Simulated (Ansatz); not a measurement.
Mulliken charges of C2H5AlOS, SMILES `O/C(S)=[CH]/[AlH2]` from B3LYP/def2-TZVPP in Ansatz (PBE0-D4/def2-TZVP geometry).

| atom | x (Å) | y (Å) | z (Å) | charge (e) |
| --- | --- | --- | --- | --- |
| O1 | -1.769 | -0.217 | -1.194 | -0.275 |
| C2 | -0.636 | -0.321 | -0.471 | 0.228 |
| S3 | -0.089 | -1.989 | -0.390 | -0.091 |
| C4 | 0.008 | 0.703 | 0.121 | -0.369 |
| Al5 | 1.617 | 0.630 | 1.156 | 0.412 |
| H6 | -2.028 | 0.713 | -1.210 | 0.203 |
| H7 | -1.092 | -2.470 | -1.141 | 0.120 |
| H8 | -0.470 | 1.674 | -0.026 | 0.051 |
| H9 | 2.353 | -0.755 | 1.400 | -0.138 |
| H10 | 2.189 | 1.981 | 1.758 | -0.140 |

**Question.** By hand: the dipole of these point charges (1 e Å = 4.8032 D).

**Answer.** Σ q r = (-0.185, -0.072, -0.135) e Å, of length 0.240 e Å = 1.15 D.

**Question.** How does the dipole of the full density compare? (Estimate.)

**Answer.** Computed: (-0.381, 0.144, -0.227) e Å, 2.24 D; the point charges give 0.51 times that, at 36° from its direction.

Point charges leave out the atoms' own dipoles, such as those of lone pairs, and Mulliken's split depends on the basis, so the two needn't agree.

B3LYP here is the variant with VWN-RPA as its local correlation; programs differ in this.
